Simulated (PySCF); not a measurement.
A survey of 19F NMR shifts

Isolated molecule, rapidly exchanging positions averaged, one computed conformer, no relativistic terms. Geometry from GFN2-xTB; GIAO PBE0/pcSseg-1 shieldings; PySCF 2.14.0 with density-fitted response routines.

Shieldings were converted by a linear fit to measured shifts: 19F: δ = 146.13 − 0.903σ +14.6 on sp3 carbon (rms 6.0 ppm, 223 shifts, 7.0 ppm with the 5 outliers that the fit left out vs CFCl3, solution or neat liquid). Occasional misses reach two or three times the rms, and more in compound classes unlike the fitted ones.

**Question.** Give the 19F shifts of `C=C(F)C[Si@](C)([SiH3])CC#N`.

**Answer.** 
```csv
compound,environment,δ (ppm)
C=C(F)C[Si@](C)([SiH3])CC#N,vinylic fluorine,-88.4
```

**Question.** Match the shifts -88.4, -110.3, -133.9, -184.1, -213.7, -223.0 ppm to `C=C[C@@H]1C=C(N([SiH3])[SiH3])[C@@H]1F`, `C=C(F)C[Si@](C)([SiH3])CC#N`, `C#C[C@@H]1[SiH2]C=C[SiH2][C@@H]1F`, `FC/C([SiH3])=C\[SiH3]`, `F/C([SiH3])=C\C[SiH3]`, `F[C@H]1C=C(O[SiH3])O1`.

**Answer.** -88.4: C=C(F)C[Si@](C)([SiH3])CC#N (vinylic fluorine); -110.3: F/C([SiH3])=C\C[SiH3] (vinylic fluorine); -133.9: F[C@H]1C=C(O[SiH3])O1 (fluorine on an sp3 carbon); -184.1: C=C[C@@H]1C=C(N([SiH3])[SiH3])[C@@H]1F (fluorine on an sp3 carbon); -213.7: C#C[C@@H]1[SiH2]C=C[SiH2][C@@H]1F (fluorine on an sp3 carbon); -223.0: FC/C([SiH3])=C\[SiH3] (fluorine on an sp3 carbon).
